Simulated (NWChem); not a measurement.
System: ZnH cation; SMILES [ZnH+]

The following NWChem deck was run.

```
start job
memory heap 200 mb stack 900 mb global 1100 mb
charge 1
geometry units angstroms noautoz
  Zn     0.000000     0.000000     0.062836
  H      0.000000     0.000000    -1.471302
end
basis spherical
  * library aug-cc-pvtz
end
dft
  xc xpbe96 cpbe96
  iterations 150
  mulliken
end
task dft energy
```

NWChem printed, in part:

```
             Northwest Computational Chemistry Package (NWChem) 7.3.0
             --------------------------------------------------------

 ORDER OF PRIMARY AXIS IS BEING SET TO 4
 C4V symmetry detected

                             Geometry "geometry" -> ""
                             -------------------------

 Output coordinates in angstroms (scale by  1.889725989 to convert to a.u.)

  No.       Tag          Charge          X              Y              Z
 ---- ---------------- ---------- -------------- -------------- --------------
    1 Zn                  30.0000     0.00000000     0.00000000     0.04948832
    2 H                    1.0000     0.00000000     0.00000000    -1.48464968

 Effective nuclear repulsion energy (a.u.)      10.3480374451

      Symmetry information
      --------------------

 Group name             C4v
 Group number             18
 Group order               8
 No. of unique centers     2

  pbe96 is a nonlocal functional; adding pw91lda local functional.

                                 NWChem DFT Module
                                 -----------------

 Summary of "ao basis" -> "ao basis" (spherical)
 ------------------------------------------------------------------------------
       Tag                 Description            Shells   Functions and Types
 ---------------- ------------------------------  ------  ---------------------
 Zn                       aug-cc-pvtz               25       93   8s7p5d3f2g
 H                        aug-cc-pvtz                9       23   4s3p2d

      Symmetry analysis of basis
      --------------------------

        a1         36
        a2          2
        b1         12
        b2         12
        e          54

            General Information
            -------------------
          SCF calculation type: DFT
          Wavefunction type:  closed shell.
          No. of atoms     :     2
          No. of electrons :    30
           Alpha electrons :    15
            Beta electrons :    15
          Charge           :     1
          Spin multiplicity:     1
          Use of symmetry is: on ; symmetry adaption is: on
          Maximum number of iterations: 150
          AO basis - number of functions:   116
                     number of shells:    34
          Convergence on energy requested:  1.00D-06
          Convergence on density requested:  1.00D-05
          Convergence on gradient requested:  5.00D-04

              XC Information
              --------------
          PerdewBurkeErnzerhof Exchange Functional  1.000
            Perdew 1991 LDA Correlation Functional  1.000 local
           PerdewBurkeErnz. Correlation Functional  1.000 non-local

             Grid Information
             ----------------
          Grid used for XC integration:  medium
          Radial quadrature: Mura-Knowles
          Angular quadrature: Lebedev.
          Tag              B.-S. Rad. Rad. Pts. Rad. Cut. Ang. Pts.
          ---              ---------- --------- --------- ---------
          Zn                  1.35      112          14.0       590
          H                   0.35       45          14.0       434
          Grid pruning is: on
          Number of quadrature shells:   157
          Spatial weights used:  Erf1

      Superposition of Atomic Density Guess
      -------------------------------------

 Sum of atomic energies:       -1778.34653297

 Renormalizing density from      31.00 to     30

      Non-variational initial energy
      ------------------------------

 Total energy =   -1743.066581
 1-e energy   =   -2424.280347
 2-e energy   =     670.865729
 HOMO         =      -0.875763
 LUMO         =      -0.468547

      Symmetry analysis of molecular orbitals - initial
      -------------------------------------------------

 !! scf_movecs_sym_adapt:   26 vectors were symmetry contaminated

  Symmetry fudging

 !! scf_movecs_sym_adapt:   20 vectors were symmetry contaminated

  Numbering of irreducible representations:

     1 a1          2 a2          3 b1          4 b2          5 e

  Orbital symmetries:

     1 a1          2 a1          3 a1          4 e           5 e
     6 a1          7 a1          8 e           9 e          10 a1
    11 e          12 e          13 b1         14 b2         15 a1
    16 a1         17 e          18 e          19 a1         20 a1
    21 a1         22 e          23 e          24 a1         25 e

     ---------------------------------------------
      Total Density - Mulliken Population Analysis
     ---------------------------------------------

    Atom       Charge   Shell Charges
 -----------   ------   -------------------------------------------------------
    1 Zn  30    29.47   2.00  2.00  1.97  1.17  0.08  0.02  0.12  0.00  6.00  5.94  0.12  0.00  0.01  0.01  0.00  9.66  0.22  0.01  0.12  0.00  0.00  0.00  0.00 -0.00  0.00
    2 H    1     0.53   0.13  0.34  0.09 -0.03  0.00  0.01 -0.01  0.00 -0.00

 Warning: spatial symmetry breaking: alpha =  1.68D-01

   convergence    iter        energy       DeltaE   RMS-Dens  Diis-err
 ---------------- ----- ----------------- --------- --------- ---------
 d= 0,ls=0.0,diis     1  -1778.2900260499 -1.79D+03  6.32D-02  4.10D+01
 Warning: spatial symmetry breaking: alpha =  7.89D-02
 d= 0,ls=0.5,diis     2  -1744.4318667722  3.39D+01  5.79D-02  3.42D+02
 Warning: spatial symmetry breaking: alpha =  3.79D-02
 d= 0,ls=0.5,diis     3  -1779.0949922774 -3.47D+01  6.58D-03  6.19D+00
 Warning: spatial symmetry breaking: alpha =  1.97D-02
 d= 0,ls=0.5,diis     4  -1779.3988091567 -3.04D-01  3.49D-03  1.05D-01
 Warning: spatial symmetry breaking: alpha =  1.02D-02
 d= 0,ls=0.5,diis     5  -1779.4140116849 -1.52D-02  1.43D-03  1.00D-01
  Resetting Diis
 Warning: spatial symmetry breaking: alpha =  5.10D-03
 d= 0,ls=0.5,diis     6  -1779.4187081446 -4.70D-03  6.60D-04  4.06D-02

 !! scf_movecs_sym_adapt:    2 vectors were symmetry contaminated

  Symmetry fudging
 Warning: spatial symmetry breaking: alpha =  2.52D-03
 d= 0,ls=0.5,diis     7  -1779.4207487778 -2.04D-03  4.93D-04  5.75D-03
 Warning: spatial symmetry breaking: alpha =  1.26D-03
 d= 0,ls=0.5,diis     8  -1779.4207689414 -2.02D-05  3.16D-04  1.70D-02
 Warning: spatial symmetry breaking: alpha =  6.37D-04
 d= 0,ls=0.5,diis     9  -1779.4212156832 -4.47D-04  9.31D-05  1.70D-03
 Warning: spatial symmetry breaking: alpha =  3.24D-04
 d= 0,ls=0.5,diis    10  -1779.4212990792 -8.34D-05  4.55D-05  3.74D-05
 Warning: spatial symmetry breaking: alpha =  1.65D-04
 d= 0,ls=0.5,diis    11  -1779.4213083677 -9.29D-06  2.48D-05  6.98D-06
 d= 0,ls=0.5,diis    12  -1779.4213117866 -3.42D-06  1.66D-05  2.87D-06
 d= 0,ls=0.5,diis    13  -1779.4213130216 -1.23D-06  1.01D-05  1.26D-06
 d= 0,ls=0.5,diis    14  -1779.4213134961 -4.74D-07  5.58D-06  9.21D-07

         Total DFT energy =    -1779.421313744381
      One electron energy =    -2493.189764476409
           Coulomb energy =      774.355902097289
    Exchange-Corr. energy =      -70.935488810387
 Nuclear repulsion energy =       10.348037445126

 Numeric. integr. density =       30.000001872644

                  Occupations of the irreducible representations
                  ----------------------------------------------

                     irrep           alpha         beta
                     --------     --------     --------
                     a1                7.0          7.0
                     a2                0.0          0.0
                     b1                1.0          1.0
                     b2                1.0          1.0
                     e                 6.0          6.0

                       DFT Final Molecular Orbital Analysis
                       ------------------------------------

 Vector   13  Occ=2.000000D+00  E=-7.310565D-01  Symmetry=b1
              MO Center= -3.3D-16, -5.0D-16,  5.1D-02, r^2= 3.0D-01
   Bfn.  Coefficient  Atom+Function         Bfn.  Coefficient  Atom+Function
  ----- ------------  ---------------      ----- ------------  ---------------
    34      0.963829  1 Zn d  2              49      0.120845  1 Zn d  2

 Vector   14  Occ=2.000000D+00  E=-7.310563D-01  Symmetry=b2
              MO Center= -1.7D-15,  4.5D-16,  5.1D-02, r^2= 3.0D-01
   Bfn.  Coefficient  Atom+Function         Bfn.  Coefficient  Atom+Function
  ----- ------------  ---------------      ----- ------------  ---------------
    30      0.963830  1 Zn d -2              45      0.120844  1 Zn d -2

 Vector   15  Occ=2.000000D+00  E=-5.746977D-01  Symmetry=a1
              MO Center= -1.5D-16, -6.9D-16, -7.3D-01, r^2= 1.5D+00
   Bfn.  Coefficient  Atom+Function         Bfn.  Coefficient  Atom+Function
  ----- ------------  ---------------      ----- ------------  ---------------
     4      0.572694  1 Zn s                 95     -0.287372  2 H  s
    32      0.248213  1 Zn d  0              94     -0.159362  2 H  s
    96     -0.101366  2 H  s                  5     -0.091756  1 Zn s
    17      0.058152  1 Zn pz                20      0.046033  1 Zn pz
    14     -0.039391  1 Zn pz               103     -0.025633  2 H  pz

 Vector   16  Occ=0.000000D+00  E=-4.122832D-01  Symmetry=a1
              MO Center=  4.3D-16, -1.9D-15,  1.9D-01, r^2= 2.5D+00
   Bfn.  Coefficient  Atom+Function         Bfn.  Coefficient  Atom+Function
  ----- ------------  ---------------      ----- ------------  ---------------
     4      0.715251  1 Zn s                 95      0.282666  2 H  s
    96      0.226127  2 H  s                 17     -0.211704  1 Zn pz
    20     -0.193247  1 Zn pz                94      0.137463  2 H  s
    32     -0.114653  1 Zn d  0               3     -0.087743  1 Zn s
     7     -0.077275  1 Zn s                 26     -0.067669  1 Zn pz

[...]
```

Level: PBE/aug-cc-pVTZ. Geometry: optimised at PBE0/def2-SVP.
